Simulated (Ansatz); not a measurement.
CHFO₂Sn, 6 atoms. Total charge 0; spin multiplicity 1. Correlated methods include outer-core shells of Sn, which these sets cover unevenly. Sn: def2 effective core potential. The bonds changed during the relaxation, so this is another structure than the one it started from. All runs use 2 threads of an Arm Neoverse V2 on a shared host. Correlated methods freeze the cores.

Task: Give the basis size and wall time and peak host memory of each of these runs in Ansatz. RKS PBE0-D4/def2-TZVP frequencies; RKS SPW92 (LDA)/def2-TZVPP energy; direct RPA on PBE orbitals/def2-TZVPP energy; RKS PBE0-D4/def2-SVP energy; RKS BLYP-D4/def2-TZVPP energy; RHF-CCSD(T)/def2-SVP energy; RKS ωB97M-V/def2-TZVPP energy and forces; RHF-CCSD(T)/def2-TZVPP energy; RKS PBE0-D4/def2-QZVPP energy; RKS ωB97M-V/def2-SVP energy; RKS PBE0-D4/def2-TZVP relaxation (13 steps); RKS PBE-QIDH (frozen core)/def2-TZVPP energy. (Best estimate.)

Result: Computed: Other jobs shared the machine, so times are rough.

| level | job | functions | wall time | peak host memory (GiB) |
| --- | --- | --- | --- | --- |
| RKS SPW92 (LDA)/def2-TZVPP | energy | 188 | 1.4 s | 0.2 |
| RKS PBE0-D4/def2-SVP | energy | 87 | 1.4 s | 0.36 |
| RKS BLYP-D4/def2-TZVPP | energy | 188 | 2.6 s | 0.2 |
| RKS PBE-QIDH (frozen core)/def2-TZVPP | energy | 188 | 7 s | 0.45 |
| RKS ωB97M-V/def2-SVP | energy | 87 | 7 s | 0.36 |
| RHF-CCSD(T)/def2-SVP | energy | 87 | 7.5 s | 0.36 |
| RKS PBE0-D4/def2-QZVPP | energy | 340 | 8 s | 0.87 |
| direct RPA on PBE orbitals/def2-TZVPP | energy | 188 | 8.5 s | 0.42 |
| RKS ωB97M-V/def2-TZVPP | energy and forces | 188 | 14 s | 0.54 |
| RKS PBE0-D4/def2-TZVP | relaxation (13 steps) | 180 | 61 s | 0.4 |
| RKS PBE0-D4/def2-TZVP | frequencies | 180 | 120 s | 0.4 |
| RHF-CCSD(T)/def2-TZVPP | energy | 188 | 2.9 min | 2.5 |
